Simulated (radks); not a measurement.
Task: All-electron atom: Ce+ in [Xe] 4f1 5d2. Calculated with a radial shooting solver on a logarithmic mesh with Libxc functionals: scalar-relativistic Kohn-Sham, PBE, spin-polarised, spherical densities, point nucleus; open shells are filled with parallel spins first (spin-orbit coupling, left out, can overturn this in heavy ions). Some entries of the table are withheld. Estimate them.

orbital,occ.,eigenvalue (hartree),<r^2> (bohr^2),<1/r> (bohr^-1)
1s down,1,-1480.079,0.0008207,63.35
1s up,1,-1480.079,0.0008207,63.35
2s up,1,-237.0939,0.01306,14.60
2s down,1,-237.0918,0.01306,14.60
2p up,3,-212.3467,0.01041,13.83
2p down,3,-212.3452,0.01041,13.83
3s up,1,-51.16546,0.08871,5.300
3s down,1,-51.15563,0.08868,5.301
3p up,3,-43.29621,0.08875,5.018
3p down,3,-43.28630,0.08872,5.019
3d up,5,-32.12077,0.07582,4.760
3d down,5,-32.11223,0.07579,4.760
4s up,1,-10.47489,0.4580,2.211
4s down,1,-10.44540,0.4580,2.211
4p up,3,-7.90625,0.5174,2.039
4p down,3,-7.87670,0.5173,2.040
4d up,5,-4.20983,0.6421,1.778
4d down,5,-4.17988,0.6417,1.779
5s up,1,-1.64715,2.616,0.8672
5s down,1,-1.60747,2.595,0.8709
5p up,3,-1.01623,(1),0.7360
5p down,3,-0.97152,(2),0.7406
4f up,1,-0.35060,1.676,1.200
4f down,0,-0.31602,1.631,1.208
6s up,0,-0.29232,18.52,0.3116
5d up,2,(3),9.317,0.4620
5d down,0,(4),9.462,0.4604
6p up,0,-0.18516,30.06,0.2419

Result: 
(1) 5p up <r^2> (bohr^2): 3.568
(2) 5p down <r^2> (bohr^2): 3.535
(3) 5d up eigenvalue (hartree): -0.28292
(4) 5d down eigenvalue (hartree): -0.23296
